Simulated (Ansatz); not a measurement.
Ansatz (a program for electronic structure) input (CCSD(T)/def2-TZVPPD):
A basis named .json is the Basis Set Exchange file of that set.

Ansatz 0.2 input:
```yaml
crystal:
  periodic: [false, false, false]
  atoms:
    - {symbol: B, position_ang: [-0.00276871, -0.00064845, 0.90671966]}
    - {symbol: H, position_ang: [1.16031926, 0.00200276, 1.41042327]}
    - {symbol: H, position_ang: [-0.58921149, 1.00608022, 1.40579906]}
    - {symbol: H, position_ang: [-0.58399556, -1.01110136, 1.40437239]}
    - {symbol: B, position_ang: [0.00276871, 0.00064845, -0.90671966]}
    - {symbol: H, position_ang: [0.58399556, 1.01110136, -1.40437239]}
    - {symbol: H, position_ang: [-1.16031926, -0.00200276, -1.41042327]}
    - {symbol: H, position_ang: [0.58921149, -1.00608022, -1.40579906]}
basis:
  gaussian:
    orbitals: def2-TZVPPD.json
total_charge: -1
magnetization: {spin_polarized: true, initial_magnetization: 1}
correlation: {method: ccsd_t, electrons: outside_noble_gas}
```

End of the output:

```
integrals: 0.93 GiB planned
976 factors; integrals over basis functions are off by at most 1.1e-3 eV
mean field: 0.47 GiB planned
mean field evaluation 1: about -1434.5464 eV, gradient 1.2e1 eV
mean field evaluation 2: about -1434.5469 eV, gradient 1.2e1 eV
mean field evaluation 4: about -1436.0258 eV, gradient 1.5e0 eV
mean field evaluation 8: about -1436.0578 eV, gradient 9.4e-4 eV
mean field evaluation 16: about -1436.0564 eV, gradient 1.8e-1 eV
mean field evaluation 32: about -1433.2281 eV, gradient 3.4e0 eV
mean field -1436.05776381 eV, -52.7741494250 hartree, gradient 2.3e-6 eV, S^2 0.756759; 2 other end points of the search recorded, 0 dependent functions left out
determinant -1436.05776381 eV, -52.7741494250 hartree, with singles and doubles -1444.78063188 eV, -53.0947089140 hartree
determinant -1433.39522587 eV, -52.6763029605 hartree, with singles and doubles -1442.80441689 eV, -53.0220843527 hartree
determinant -1433.38565013 eV, -52.6759510585 hartree, with singles and doubles -1442.80714499 eV, -53.0221846086 hartree
2 core orbitals not correlated
reference -1436.05776381 eV, -52.7741494250 hartree; 7, 6 occupied and 167, 168 virtual orbitals, 976 factors
second order -7.33322878 eV of doubles, -0.00000000 eV of singles
coupled cluster: 1.97 GiB planned
cycle   1  -8.48047426 eV  change   -6.5e-1 eV  update   2.3e-2
cycle   2  -8.49268688 eV  change   -1.2e-2 eV  update   6.0e-3
cycle   3  -8.49542708 eV  change   -2.7e-3 eV  update   2.7e-3
cycle   4  -8.49612379 eV  change   -7.0e-4 eV  update   8.4e-4
cycle   5  -8.49636525 eV  change   -2.4e-4 eV  update   3.4e-4
cycle   6  -8.49648437 eV  change   -1.2e-4 eV  update   1.4e-4
cycle   7  -8.49654286 eV  change   -5.8e-5 eV  update   5.5e-5
cycle   8  -8.49655638 eV  change   -1.4e-5 eV  update   1.7e-5
cycle   9  -8.49655434 eV  change    2.0e-6 eV  update   6.3e-6
perturbative correction -0.27345277 eV, -0.0100492041 hartree
Total energy: -1444.82777092 eV, -53.0964412417 hartree
```

This state (charge -1, doublet) is run at the relaxed geometry of the species with charge -2 and multiplicity 1.
